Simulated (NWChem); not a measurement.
System: C2H4BNO2; SMILES C(OB(O)C)#N

```xyz
10

C      0.5619     2.2202    -0.0001
B     -0.0895     0.8083     0.0002
O     -1.4115     0.5886     0.0001
O      0.8064    -0.3046     0.0002
C      0.3411    -1.4972     0.0000
N     -0.0971    -2.5732    -0.0001
H     -0.1898     3.0199     0.0049
H      1.2168     2.3394     0.8782
H      1.2073     2.3425    -0.8850
H     -1.6840    -0.3403    -0.0001
```
Atoms are numbered in this order, from 1.

Results from NWChem. Pople sets run with spherical d functions. The geometry was optimised at PBE0/def2-SVP. Level PBE/6-31G*: energy and gradient on several grids; changes count from the extra-fine grid, which is no exact limit either.

Which is the coarsest grid (xcoarse; medium; xfine; fine; coarse) from which on the energy stays within 50 μHa and each gradient component within 100 μHa/bohr of xfine?

medium.
| grid | size of the energy change (μHa) | largest change of a gradient component (μHa/bohr) | time, medium = 1 (rough) |
|---|---|---|---|
| xcoarse | 2000 | 4000 | about 1 |
| coarse | 10 | 200 | about 1 |
| medium | < 10 | < 30 | about 1 |
| fine | < 10 | < 30 | about 1 |
| xfine | < 10 | < 30 | 2 |
